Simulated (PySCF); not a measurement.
LuH₃ (singlet). Level of theory: PBE0 in PySCF with Lu def2-TZVP with ECP28, H def2-TZVP; scalar-relativistic core potentials, no spin–orbit coupling; density-fitted integrals.

Harmonic bands of its minimum:

```tsv
ω (cm⁻¹)	IR (km/mol, summed over degenerate members)	degeneracy
156	767	1
576	208	2
1498	1315	2
1562	8.4	1
```

Task: The central atom is Lu. Infer the point group and assign the bands.

Result: C3v. The modes span 2a1 + 2e: 156 a1, 576 e, 1498 e, 1562 a1. The computed geometry has Lu–H 1.936 Å (×3); H–Lu–H 117.9° (×3).

Other isomers or separated fragments may lie lower.
